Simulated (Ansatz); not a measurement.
Ansatz (a program for electronic structure) input (CCSD(T)/def2-SVPD):

Ansatz 0.2 input:
```yaml
crystal:
  periodic: [false, false, false]
  atoms:
    - {symbol: Na, position_ang: [-0.00000000, -0.00000000, -1.12369133]}
    - {symbol: F, position_ang: [0.00000000, 0.00000000, 1.37340051]}
basis:
  gaussian:
    orbitals: def2-SVPD
total_charge: 1
magnetization: {spin_polarized: true, initial_magnetization: 1}
correlation: {method: ccsd_t, electrons: outside_noble_gas}
output: {forces: true}
```

End of the output:

```
reference -7099.67866637 eV, -260.9083786539 hartree; 4, 3 occupied and 31, 32 virtual orbitals, 380 factors
densities: 0.10 GiB planned
second order -3.98337026 eV of doubles, -0.00000000 eV of singles
coupled cluster: 0.09 GiB planned
cycle   1  -4.30750819 eV  change    2.3e-7 eV  update   2.6e-6
cycle   2  -4.30750830 eV  change   -1.0e-7 eV  update   1.6e-6
cycle   3  -4.30750814 eV  change    1.6e-7 eV  update   9.6e-7
cycle   4  -4.30750806 eV  change    7.3e-8 eV  update   1.8e-7
cycle   5  -4.30750804 eV  change    2.3e-8 eV  update   8.4e-8
perturbative correction -0.05157914 eV, -0.0018954984 hartree
the calculation of the forces begins
Total energy: -7104.03775354 eV, -261.0685721530 hartree
Atom 0 at    -0.000000    -0.000000    -1.123691 Å, force     0.000000     0.000000    -0.016722 eV/Å
Atom 1 at     0.000000     0.000000     1.373401 Å, force    -0.000000    -0.000000     0.016722 eV/Å
Dipole moment:     0.000000    -0.000000    -1.037657 e Å
```
